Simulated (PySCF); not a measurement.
GeH5NS.
Geometry (PBE0-D3(BJ)/def2-SVP, Å), atoms numbered from 1 in this order:
```
atom  x, y, z in Å
N1    -1.2733   -0.2604    0.1361
Ge2    0.1494    0.8896    0.1948
S3     1.9973    0.0971    1.1942
H4    -1.1446   -1.0550   -0.4858
H5    -1.5580   -0.6141    1.0468
H6     0.4742    1.2597   -1.2612
H7    -0.2466    2.0939    1.0585
H8     2.2812   -0.7828    0.2098
```

Computed with core-valence-separated Tamm–Dancoff BHandHLYP/aug-pcX-1 (pcseg-1 on H, def2-SVPD on S, def2-SVPD on Ge) in PySCF, non-relativistic, gas phase, PBE0-D3(BJ)/def2-SVP geometry. The energies are unshifted.

The lowest roots of each edge with f over 0.003 (five at most, numbered afresh; weaker and dark ones are left out), with transition dipoles (au) in the frame of the coordinates:

```csv
root,edge,E (eV),f,μx,μy,μz
1,N,398.93,0.0116,-0.0306,0.0134,-0.0084
2,N,399.70,0.0313,-0.0446,-0.0347,-0.0027
3,N,400.26,0.0348,0.0158,-0.0198,-0.0539
4,N,400.62,0.0131,-0.0039,0.0288,-0.0222
5,N,401.21,0.0080,0.0100,0.0267,-0.0016
```

Task: Molecules are fixed in this frame and the field points along z. What effective strengths 3 f cos²θ do the roots have (θ between field and μ)?

Result: root 1 (N1): 0.002, root 2 (N1): 0.000, root 3 (N1): 0.086, root 4 (N1): 0.015, root 5 (N1): 0.000. Root 3 is the strongest. Averaged over all orientations cos²θ is 1/3, which gives f back.

 Relativistic effects, spin–orbit coupling among them, are left out although an element past zinc is present.

Time: 6.8 s; peak memory 0.57 GiB. Hardware: an Arm Neoverse N1 with one thread, shared host with 64 logical CPUs at a one-minute load of 58.

One conformer stands for the species.
